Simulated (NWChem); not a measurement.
Species: BiHF₂; SMILES [F][BiH][F]

Results from NWChem. Medium grid unless said otherwise, to which SCAN and Minnesota functionals are sensitive. All runs use the structure optimised with PBE0/def2-SVP. def2 effective core potentials on Bi; no spin-orbit coupling.

Order these by “highest occupied level (eV)”, lowest first: BP86/def2-SVP; MN15/def2-SVP; B3LYP/def2-SVP; LRC-wPBEh/def2-SVP.

LRC-wPBEh/def2-SVP (-10.08), MN15/def2-SVP (-8.94), B3LYP/def2-SVP (-8.06), BP86/def2-SVP (-7.01)
